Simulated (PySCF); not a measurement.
C4H11O, charge +1, singlet, at a GFN2-xTB geometry, with bond 10-2 at 3.0 times its length; B3LYP/STO-3G run with PySCF.

PySCF was given this input:
```python
from pyscf import gto, scf, dft

mol = gto.Mole()
mol.atom = '''
    C    -2.24999774    0.05680657    0.65719871
    C    -0.91957854   -0.60356075    0.37784443
    O    -0.19265742    0.21989691   -0.60105836
    C     1.21783078   -0.12448274   -0.83262314
    C     2.12931606    0.36425592    0.26931634
    H    -2.83191991   -0.57923587    1.31812288
    H    -2.81664561    0.19265522   -0.26038291
    H    -2.12287966    1.01913361    1.14906141
    H    -0.32607304   -0.71148858    1.28845385
    H    -1.31002200   -3.52754657   -1.04388155
    H    -0.23940378    1.15398591   -0.30044584
    H     1.25496917   -1.20880613   -0.94553522
    H     1.46722061    0.34136857   -1.78909689
    H     1.91935754   -0.11527906    1.22209943
    H     3.15539598    0.12414714    0.00457424
    H     2.06554098    1.44445251    0.38726227
'''
mol.basis = 'sto-3g'
mol.charge = 1
mol.verbose = 4
mol.build()

mf = dft.RKS(mol)
mf.xc = 'b3lyp'
mf.kernel()
mo_i, mo_e, stable_i, stable_e = mf.stability(internal=True, external=True, return_status=True, nroots=6, tol=1e-6)
print('internally stable:', stable_i, ' externally stable:', stable_e)
if not stable_e:
    umf = mf.to_uhf() if not hasattr(mf, 'xc') else mf.to_uks()
    umf.scf_summary = {}
    umf.kernel(umf.make_rdm1(mo_e, umf.mo_occ))
```

What the program printed (banner, timings and long lists left out):

```
PySCF version 2.14.0

[INPUT] verbose = 4
[INPUT] num. atoms = 16
[INPUT] num. electrons = 42
[INPUT] charge = 1
[INPUT] spin (= nelec alpha-beta = 2S) = 0
[INPUT] symmetry False subgroup None
[INPUT] Mole.unit = angstrom
[INPUT] Symbol           X                Y                Z      unit          X                Y                Z       unit  Magmom
[INPUT]  1 C     -2.249997740000   0.056806570000   0.657198710000 AA   -4.251879509490   0.107348859376   1.241925571317 Bohr   0.0
[INPUT]  2 C     -0.919578540000  -0.603560750000   0.377844430000 AA   -1.737751590627  -1.140564517037   0.714022490392 Bohr   0.0
[INPUT]  3 O     -0.192657420000   0.219896910000  -0.601058360000 AA   -0.364069759665   0.415544935538  -1.135835685280 Bohr   0.0
[INPUT]  4 C      1.217830780000  -0.124482740000  -0.832623140000 AA    2.301366640265  -0.235238285835  -1.573429699575 Bohr   0.0
[INPUT]  5 C      2.129316060000   0.364255920000   0.269316340000 AA    4.023824186038   0.688343928051   0.508934123470 Bohr   0.0
[INPUT]  6 H     -2.831919910000  -0.579235870000   1.318122880000 AA   -5.351553036603  -1.094597155824   2.490891241723 Bohr   0.0
[INPUT]  7 H     -2.816645610000   0.192655220000  -0.260382910000 AA   -5.322688792858   0.364065602268  -0.492052387417 Bohr   0.0
[INPUT]  8 H     -2.122879660000   1.019133610000   1.149061410000 AA   -4.011661152810   1.925883407239   2.171411365207 Bohr   0.0
[INPUT]  9 H     -0.326073040000  -0.711488580000   1.288453850000 AA   -0.616188742204  -1.344518556956   2.434824900641 Bohr   0.0
[INPUT] 10 H     -1.310022000000  -3.527546570000  -1.043881550000 AA   -2.475582797155  -6.666096908949  -1.972650235986 Bohr   0.0
[INPUT] 11 H     -0.239403780000   1.153985910000  -0.300445840000 AA   -0.452407577386   2.180717321507  -0.567760352865 Bohr   0.0
[INPUT] 12 H      1.254969170000  -1.208806130000  -0.945535220000 AA    2.371548026073  -2.284312523395  -1.786802606930 Bohr   0.0
[INPUT] 13 H      1.467220610000   0.341368570000  -1.789096890000 AA    2.772645117217   0.645093104834  -3.380903132411 Bohr   0.0
[INPUT] 14 H      1.919357540000  -0.115279060000   1.222099430000 AA    3.627060085719  -0.217845851297   2.309433219687 Bohr   0.0
[INPUT] 15 H      3.155395980000   0.124147140000   0.004574240000 AA    5.962834216754   0.234604093748   0.008644060828 Bohr   0.0
[INPUT] 16 H      2.065540980000   1.444452510000   0.387262270000 AA    3.903306751266   2.729619643841   0.731819628677 Bohr   0.0

nuclear repulsion = 196.047114362862
number of shells = 26
number of NR pGTOs = 108
number of NR cGTOs = 36
basis = sto-3g
ecp = {}

******** <class 'pyscf.dft.rks.RKS'> ********
method = RKS
initial guess = minao
damping factor = 0
level_shift factor = 0
DIIS = <class 'pyscf.scf.diis.CDIIS'>
diis_start_cycle = 1
diis_space = 8
diis_damp = 0
SCF conv_tol = 1e-09
SCF conv_tol_grad = None
SCF max_cycles = 50
direct_scf = True
direct_scf_tol = 1e-13
XC library pyscf.dft.libxc version 7.1.2
    S. Lehtola, C. Steigemann, M. J. T. Oliveira, and M. A. L. Marques,  SoftwareX 7, 1–5 (2018)
XC functionals = b3lyp
    P. J. Stephens, F. J. Devlin, C. F. Chabalowski, and M. J. Frisch,  J. Phys. Chem. 98, 11623 (1994)
radial grids:
    Treutler-Ahlrichs [JCP 102, 346 (1995); DOI:10.1063/1.469408] (M4) radial grids

becke partition: Becke, JCP 88, 2547 (1988); DOI:10.1063/1.454033
pruning grids: <function nwchem_prune>
grids dens level: 3
symmetrized grids: False
atomic radii adjust function: <function treutler_atomic_radii_adjust>
small_rho_cutoff = 0
Set gradient conv threshold to 3.16228e-05
Initial guess from minao.
tot grids = 178448
init E= -231.431142761614
cycle= 1 E= -230.677506749924  delta_E= 0.754  |g|= 0.536  |ddm|= 4.54
cycle= 2 E= -230.410884771903  delta_E= 0.267  |g|= 0.698  |ddm|= 2.57
cycle= 3 E= -230.816432286602  delta_E= -0.406  |g|= 0.167  |ddm|= 2.06
cycle= 4 E= -230.606777705593  delta_E= 0.21  |g|= 0.573  |ddm|= 1.09
cycle= 5 E= -230.400515020395  delta_E= 0.206  |g|= 0.604  |ddm|= 0.631
cycle= 6 E= -230.390565604608  delta_E= 0.00995  |g|= 0.601  |ddm|= 0.033
cycle= 7 E= -230.553339490786  delta_E= -0.163  |g|=  0.6  |ddm|=  0.5
cycle= 8 E= -230.635036994128  delta_E= -0.0817  |g|= 0.547  |ddm|= 0.251
cycle= 9 E= -230.804314355288  delta_E= -0.169  |g|= 0.209  |ddm|= 0.73
cycle= 10 E= -230.820183600725  delta_E= -0.0159  |g|= 0.101  |ddm|= 0.535
cycle= 11 E= -230.822388453645  delta_E= -0.0022  |g|= 0.0822  |ddm|= 0.327
cycle= 12 E= -230.825750946772  delta_E= -0.00336  |g|= 0.00854  |ddm|= 0.156
cycle= 13 E= -230.825737424149  delta_E= 1.35e-05  |g|= 0.01  |ddm|= 0.0323
cycle= 14 E= -230.825784620973  delta_E= -4.72e-05  |g|= 0.00271  |ddm|= 0.0126
cycle= 15 E= -230.825788044004  delta_E= -3.42e-06  |g|= 0.000821  |ddm|= 0.0033
cycle= 16 E= -230.825788362204  delta_E= -3.18e-07  |g|= 0.000232  |ddm|= 0.00184
cycle= 17 E= -230.825788389813  delta_E= -2.76e-08  |g|= 7.58e-06  |ddm|= 0.000418
cycle= 18 E= -230.825788389842  delta_E= -2.9e-11  |g|= 2.66e-07  |ddm|= 1.27e-05
Extra cycle  E= -230.825788389835  delta_E= 6.88e-12  |g|= 3.58e-06  |ddm|= 6.62e-06
converged SCF energy = -230.825788389835
rhf_internal: lowest eigs of H = [0.78612773 0.89152595 0.91147675 0.94544805 0.99946779 1.01471999]
<class 'pyscf.dft.rks.RKS'> wavefunction is stable in the internal stability analysis
rhf_real2complex: lowest eigs of H = [0.01883188 0.18550832 0.21750719 0.22267857 0.23395716 0.23619468]
<class 'pyscf.dft.rks.RKS'> wavefunction is stable in the real -> complex stability analysis
rhf_external: lowest eigs of H = [-0.20688262  0.17244821  0.20305049  0.21542393  0.21993194  0.23240007]
<class 'pyscf.dft.rks.RKS'> wavefunction has an RHF/RKS -> UHF/UKS instability
internally stable: True  externally stable: False

******** <class 'pyscf.dft.uks.UKS'> ********
method = UKS
initial guess = minao
damping factor = 0
level_shift factor = 0
DIIS = <class 'pyscf.scf.diis.CDIIS'>
diis_start_cycle = 1
diis_space = 8
diis_damp = 0
SCF conv_tol = 1e-09
SCF conv_tol_grad = None
SCF max_cycles = 50
direct_scf = True
direct_scf_tol = 1e-13
number electrons alpha = 21  beta = 21
XC library pyscf.dft.libxc version 7.1.2
    S. Lehtola, C. Steigemann, M. J. T. Oliveira, and M. A. L. Marques,  SoftwareX 7, 1–5 (2018)
XC functionals = b3lyp
    P. J. Stephens, F. J. Devlin, C. F. Chabalowski, and M. J. Frisch,  J. Phys. Chem. 98, 11623 (1994)
radial grids:
    Treutler-Ahlrichs [JCP 102, 346 (1995); DOI:10.1063/1.469408] (M4) radial grids

becke partition: Becke, JCP 88, 2547 (1988); DOI:10.1063/1.454033
pruning grids: <function nwchem_prune>
grids dens level: 3
symmetrized grids: False
atomic radii adjust function: <function treutler_atomic_radii_adjust>
small_rho_cutoff = 0
Set gradient conv threshold to 3.16228e-05
init E= -230.715631776069
cycle= 1 E= -230.411154404841  delta_E= 0.304  |g|= 0.481  |ddm|= 1.84
cycle= 2 E= -229.850198524245  delta_E= 0.561  |g|= 0.773  |ddm|= 2.41
cycle= 3 E= -230.612299929045  delta_E= -0.762  |g|= 0.246  |ddm|= 2.22
cycle= 4 E= -230.547156123752  delta_E= 0.0651  |g|= 0.442  |ddm|= 1.75
cycle= 5 E= -230.370593754179  delta_E= 0.177  |g|= 0.434  |ddm|= 0.393
cycle= 6 E= -230.251111602923  delta_E= 0.119  |g|= 0.417  |ddm|= 0.323
cycle= 7 E= -230.291834781002  delta_E= -0.0407  |g|= 0.415  |ddm|= 0.122
cycle= 8 E= -230.328198821973  delta_E= -0.0364  |g|= 0.423  |ddm|= 0.103
cycle= 9 E= -230.333142207322  delta_E= -0.00494  |g|= 0.425  |ddm|= 0.0164
cycle= 10 E= -230.321369872974  delta_E= 0.0118  |g|= 0.423  |ddm|= 0.0392
cycle= 11 E= -230.381713047698  delta_E= -0.0603  |g|= 0.44  |ddm|= 0.156
cycle= 12 E= -230.894863160171  delta_E= -0.513  |g|= 0.0739  |ddm|=  1.3
cycle= 13 E= -230.908683030837  delta_E= -0.0138  |g|= 0.0185  |ddm|= 0.295
cycle= 14 E= -230.90958407501  delta_E= -0.000901  |g|= 0.00757  |ddm|= 0.077
cycle= 15 E= -230.909757842191  delta_E= -0.000174  |g|= 0.00337  |ddm|= 0.0366
cycle= 16 E= -230.909790252363  delta_E= -3.24e-05  |g|= 0.00102  |ddm|= 0.0183
cycle= 17 E= -230.909792400121  delta_E= -2.15e-06  |g|= 0.000337  |ddm|= 0.00447
cycle= 18 E= -230.909792556143  delta_E= -1.56e-07  |g|= 0.00012  |ddm|= 0.00099
cycle= 19 E= -230.909792576938  delta_E= -2.08e-08  |g|= 2.82e-05  |ddm|= 0.000456
cycle= 20 E= -230.909792577506  delta_E= -5.68e-10  |g|= 6.71e-06  |ddm|= 5.32e-05
Extra cycle  E= -230.909792577527  delta_E= -2.13e-11  |g|= 6.12e-06  |ddm|= 1.7e-05
converged SCF energy = -230.909792577527  <S^2> = 0.98784282  2S+1 = 2.2251677
```
